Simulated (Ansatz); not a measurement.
Start from `[CH3][Ta]([OH])([F])=[S]` and change one atom or group to get `[CH3][Ta]([OH])([OH])=[S]`.

Ansatz, PBE0-D4/def2-TZVP geometries, multiplicity 1. Each molecule was computed in one conformer, which needn't be the lowest.

Elements past krypton have def2 core potentials.

```json
{"property": "HOMO energy (B3LYP/def2-TZVPP) / eV", "`[CH3][Ta]([OH])([F])=[S]`": "-7.39"}
{"property": "HOMO energy (ωB97M-V/def2-TZVPP) / eV", "`[CH3][Ta]([OH])([F])=[S]`": "-9.75"}
{"property": "ideal-gas entropy at 298 K and 1 bar (rigid rotor, harmonic PBE0-D4/def2-TZVP) / J/(mol·K)", "`[CH3][Ta]([OH])([F])=[S]`": "376"}
{"property": "size of the dipole moment (ωB97M-V/def2-TZVPP) / D", "`[CH3][Ta]([OH])([F])=[S]`": "2.93"}
{"property": "HOMO–LUMO gap (ωB97M-V/def2-TZVPP) / eV", "`[CH3][Ta]([OH])([F])=[S]`": "10.25"}
{"property": "HOMO–LUMO gap (B3LYP/def2-TZVPP) / eV", "`[CH3][Ta]([OH])([F])=[S]`": "5.56"}
```

**Question.** What does the change do to each property? (Best estimate.)

**Answer.** Ansatz gave: 
```
                                                                                  property  `[CH3][Ta]([OH])([OH])=[S]`  shift
                                                       HOMO energy (B3LYP/def2-TZVPP) / eV                        -7.18   0.21
                                                     HOMO energy (ωB97M-V/def2-TZVPP) / eV                        -9.55   0.20
ideal-gas entropy at 298 K and 1 bar (rigid rotor, harmonic PBE0-D4/def2-TZVP) / J/(mol·K)                          384      8
                                        size of the dipole moment (ωB97M-V/def2-TZVPP) / D                         2.03  -0.90
                                                   HOMO–LUMO gap (ωB97M-V/def2-TZVPP) / eV                        10.48   0.23
                                                     HOMO–LUMO gap (B3LYP/def2-TZVPP) / eV                         5.81   0.25
```

With PBE0 the HOMO rises by 0.21 eV and the LUMO rises by 0.46 eV, so the gap widens by about 0.25 eV. PBE moves the HOMO by 0.19 eV and ωB97M-V by 0.20 eV. The zero-point energy changes by 28.7 kJ/mol with +3 modes. Dipoles are sizes alone; their direction can turn.

B3LYP here is the variant with VWN-RPA as its local correlation; programs differ in this.
